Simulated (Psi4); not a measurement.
Psi4 input (wB97X-D/6-311+G**):

```
memory 1500 MB

molecule {
0 2
C    -2.05479400    0.21347300   -0.00921600
C    -0.80072100   -0.38068300   -0.53436500
B     0.59480900   -0.06953900   -0.00619400
F     0.79010400    0.78663600    0.99755800
F     1.68506800   -0.63655300   -0.52049400
H    -1.87478700    0.90930800    0.80918400
H    -2.74025900   -0.56680800    0.34423900
H    -2.59900600    0.74340200   -0.80082100
H    -0.90345900   -1.08569100   -1.35372800
symmetry c1
no_reorient
no_com
}

set {
  basis 6-311+G**
  reference uks
  scf_type df
  df_basis_scf def2-universal-jkfit
  dft_radial_points 99
  dft_spherical_points 590
  e_convergence 1e-8
  d_convergence 1e-7
  maxiter 150
}

e = energy('wb97x-d')
print_out(f'\nFINAL {e:.10f} DIPOLE {variable("CURRENT DIPOLE")[0]:.6f} {variable("CURRENT DIPOLE")[1]:.6f} {variable("CURRENT DIPOLE")[2]:.6f}\n')
```

Output:

```
   => Loading Basis Set <=

    Name: 6-311+G**
    Role: ORBITAL
    Keyword: BASIS
    atoms 1-2 entry C          line   129 file 6-311pgss.gbs
    atoms 3   entry B          line   108 file 6-311pgss.gbs
    atoms 4-5 entry F          line   192 file 6-311pgss.gbs
    atoms 6-9 entry H          line    42 file 6-311pgss.gbs

   => WB97X-D: Empirical Dispersion <=

    Chai and Head-Gordon Dispersion Correction
    Chai, J.-D.; Head-Gordon, M. (2010), J. Chem. Phys., 132: 6615-6620

        s6 =       1.000000

         ---------------------------------------------------------
                                   SCF
               by Justin Turney, Rob Parrish, Andy Simmonett
                          and Daniel G. A. Smith
                              UKS Reference
         ---------------------------------------------------------

  ==> Geometry <==

    Molecular point group: c1
    Full point group: C1

    Geometry (in Angstrom), charge = 0, multiplicity = 2:

       Center              X                  Y                   Z               Mass
    ------------   -----------------  -----------------  -----------------  -----------------
         C           -2.054794000000     0.213473000000    -0.009216000000    12.000000000000
         C           -0.800721000000    -0.380683000000    -0.534365000000    12.000000000000
         B            0.594809000000    -0.069539000000    -0.006194000000    11.009305360000
         F            0.790104000000     0.786636000000     0.997558000000    18.998403162730
         F            1.685068000000    -0.636553000000    -0.520494000000    18.998403162730
         H           -1.874787000000     0.909308000000     0.809184000000     1.007825032230
         H           -2.740259000000    -0.566808000000     0.344239000000     1.007825032230
         H           -2.599006000000     0.743402000000    -0.800821000000     1.007825032230
         H           -0.903459000000    -1.085691000000    -1.353728000000     1.007825032230

  Running in c1 symmetry.

  Rotational constants: A =      0.31051  B =      0.11276  C =      0.08399 [cm^-1]
  Rotational constants: A =   9308.75444  B =   3380.58948  C =   2517.91297 [MHz]
  Nuclear repulsion =  156.764740048325422

  Charge       = 0
  Multiplicity = 2
  Electrons    = 39
  Nalpha       = 20
  Nbeta        = 19

  ==> Algorithm <==

  SCF Algorithm Type is DF.
  DIIS enabled.
  MOM disabled.
[...]
       4A    -10.297540     5A     -6.948330     6A     -1.334487
       7A     -1.305044     8A     -0.869264     9A     -0.718066
      10A     -0.659180    11A     -0.620616    12A     -0.586979
      13A     -0.572133    14A     -0.529311    15A     -0.518371
      16A     -0.505248    17A     -0.501439    18A     -0.478653
      19A     -0.438704

    Beta Virtual:

      20A     -0.049405    21A      0.051329    22A      0.076257
      23A      0.084259    24A      0.085350    25A      0.106929
      26A      0.113382    27A      0.125301    28A      0.139214
      29A      0.147413    30A      0.168483    31A      0.174715
      32A      0.181277    33A      0.195870    34A      0.218098
      35A      0.241115    36A      0.247067    37A      0.286142
      38A      0.306147    39A      0.327803    40A      0.347504
      41A      0.354174    42A      0.364464    43A      0.376466
      44A      0.388567    45A      0.410863    46A      0.432663
      47A      0.458568    48A      0.472588    49A      0.498133
      50A      0.518172    51A      0.529415    52A      0.544678
      53A      0.577245    54A      0.614504    55A      0.618639
      56A      0.647188    57A      0.667943    58A      0.689093
      59A      0.695575    60A      0.711465    61A      0.759670
      62A      0.806260    63A      0.906208    64A      0.947077
      65A      0.977548    66A      0.989779    67A      1.005692
      68A      1.109596    69A      1.272891    70A      1.291466
      71A      1.315095    72A      1.352593    73A      1.394708
      74A      1.426760    75A      1.431392    76A      1.452870
      77A      1.463990    78A      1.505927    79A      1.534200
      80A      1.565482    81A      1.630994    82A      1.649445
      83A      1.649951    84A      1.688915    85A      1.737051
      86A      1.817383    87A      1.859488    88A      1.880315
      89A      1.970503    90A      2.016599    91A      2.048514
      92A      2.069120    93A      2.162874    94A      2.186057
      95A      2.287724    96A      2.373490    97A      2.393348
      98A      2.425542    99A      2.489456   100A      2.538340
     101A      2.594008   102A      2.612812   103A      2.650757
     104A      2.680828   105A      2.779953   106A      2.838320
     107A      2.982818   108A      2.982869   109A      3.320820
     110A      3.693509   111A      3.851958   112A      3.856541
     113A      3.874862   114A      3.876047   115A      3.907814
     116A      3.941225   117A      4.059474   118A      4.069824
     119A      4.106926   120A      4.224458   121A      4.381571
     122A      4.600382   123A      4.669745   124A      6.386886
     125A      6.388126   126A      6.407168   127A      6.472984
     128A      6.519800   129A      6.741048   130A     14.729031
     131A     23.984994   132A     24.078860   133A     66.934949
     134A     66.938907

    Final Occupation by Irrep:
              A
    DOCC [    19 ]
    SOCC [     1 ]
    NA   [    20 ]
    NB   [    19 ]

  @DF-UKS Final Energy:  -303.23804247696268

   => Energetics <=

    Nuclear Repulsion Energy =            156.7647400483254216
    One-Electron Energy =                -728.1756405011567495
    Two-Electron Energy =                 294.2313238567921871
    DFT Exchange-Correlation Energy =     -26.0558007385280312
    Empirical Dispersion Energy =          -0.0026651423954755
    VV10 Nonlocal Energy =                  0.0000000000000000
    Total Energy =                       -303.2380424769626757

  UHF NO Occupations:
  HONO-2 :   18  A 1.9996652
  HONO-1 :   19  A 1.9991635
  HONO-0 :   20  A 1.0000000
  LUNO+0 :   21  A 0.0008365
  LUNO+1 :   22  A 0.0003348
  LUNO+2 :   23  A 0.0002243
  LUNO+3 :   24  A 0.0001181

Computation Completed

Properties will be evaluated at   0.000000,   0.000000,   0.000000 [a0]

Properties computed using the SCF density matrix

 Multipole Moments:

 ------------------------------------------------------------------------------------
     Multipole            Electronic (a.u.)      Nuclear  (a.u.)        Total (a.u.)
 ------------------------------------------------------------------------------------

 L = 1.  Multiply by 2.5417464519 to convert [e a0] to [Debye]
 Dipole X            :         -0.9764661           -0.0000151           -0.9764812
 Dipole Y            :         -0.1173060            0.0000057           -0.1173004
 Dipole Z            :         -0.2546651           -0.0000113           -0.2546765
 Magnitude           :                                                    1.0159405

 ------------------------------------------------------------------------------------

FINAL -303.2380424770 DIPOLE -0.976481 -0.117300 -0.254676

*** Psi4 exiting successfully. Buy a developer a beer!
```

The geometry given is a B3LYP-D3(BJ)/def2-TZVP minimum.
